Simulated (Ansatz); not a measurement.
CH6AlNOSi, SMILES `[AlH2][O]/C=N\[SiH3]`, relaxed with RKS PBE0-D4/def2-TZVP in the Gaussian-basis code of Ansatz from a PBE-D4/def2-SVP geometry. The force threshold is 0.005 eV/Å; the program also tests the step.

The species carries charge 0 and has multiplicity 1.

Start:

```xyz
11

Al    1.542    2.087   -0.321
O     0.556    0.650   -0.147
C     0.321   -0.441   -0.923
N    -0.483   -1.380   -0.639
Si   -1.454   -1.423    0.838
H     1.486    3.067    0.925
H     2.378    2.267   -1.664
H     0.913   -0.456   -1.871
H    -2.405   -0.255    0.909
H    -2.261   -2.688    0.817
H    -0.594   -1.428    2.077
```

```json
{"step": "1", "energy (eV)": "-19137.8456", "largest force (eV/Å)": "0.891", "largest move (Å)": "0.000"}
{"step": "2", "energy (eV)": "-19137.8991", "largest force (eV/Å)": "0.348", "largest move (Å)": "0.045"}
{"step": "3", "energy (eV)": "-19137.9075", "largest force (eV/Å)": "0.098", "largest move (Å)": "0.029"}
{"step": "4", "energy (eV)": "-19137.9082", "largest force (eV/Å)": "0.020", "largest move (Å)": "0.022"}
{"step": "5", "energy (eV)": "-19137.9083", "largest force (eV/Å)": "0.009", "largest move (Å)": "0.004"}
{"step": "6", "energy (eV)": "-19137.9083", "largest force (eV/Å)": "0.019", "largest move (Å)": "0.016"}
{"step": "7", "energy (eV)": "-19137.9084", "largest force (eV/Å)": "0.028", "largest move (Å)": "0.018"}
{"step": "8", "energy (eV)": "-19137.9084", "largest force (eV/Å)": "0.020", "largest move (Å)": "0.015"}
{"step": "9", "energy (eV)": "-19137.9084", "largest force (eV/Å)": "0.005", "largest move (Å)": "0.015"}
{"step": "10", "energy (eV)": "-19137.9084", "largest force (eV/Å)": "0.004", "largest move (Å)": "0.002"}
```

End:

```xyz
11

Al    1.521    2.052   -0.311
O     0.522    0.666   -0.142
C     0.301   -0.413   -0.911
N    -0.481   -1.351   -0.632
Si   -1.430   -1.415    0.825
H     1.448    3.076    0.878
H     2.400    2.163   -1.617
H     0.879   -0.419   -1.844
H    -2.368   -0.261    0.919
H    -2.224   -2.667    0.793
H    -0.569   -1.431    2.040
```

Hardware: 4 threads of an Arm Neoverse N1 on a shared host. Wall time 62 s, peak host memory 0.54 GiB.
